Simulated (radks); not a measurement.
Results of a calculation; reference values are marked as such.
Q: These are the eigenvalues of the occupied orbitals of an atom or ion with whole-number occupations (hartree). Code: a radial shooting solver on a logarithmic mesh with Libxc functionals. Model: Dirac Kohn-Sham, exchange-only PBE, spin-unpolarised, spherical densities, finite nucleus; Fermi nuclear charge, rms radius of each element as measured or else 0.836 A^(1/3) + 0.57 fm.

orbital  eigenvalue
1s1/2     -126.9306
2s1/2     -21.07886
2p1/2     -18.97528
2p3/2     -18.87884

Which element is it, and in what charge state? The configuration may be excited. Open shells, if any, fill j = l - 1/2 first.

A: Z = 18, argon, charge +10: Ar10+ in [He] 2s2 2p4. The list shows which subshells hold electrons but not how many an open one holds; the 1s level, -126.93 hartree, gives Z - s = 15.9 by -(Z - s)^2/2, which with screening and relativity narrows Z to a few neighbours, and the depths of the outer levels then fix element, charge and occupations together.
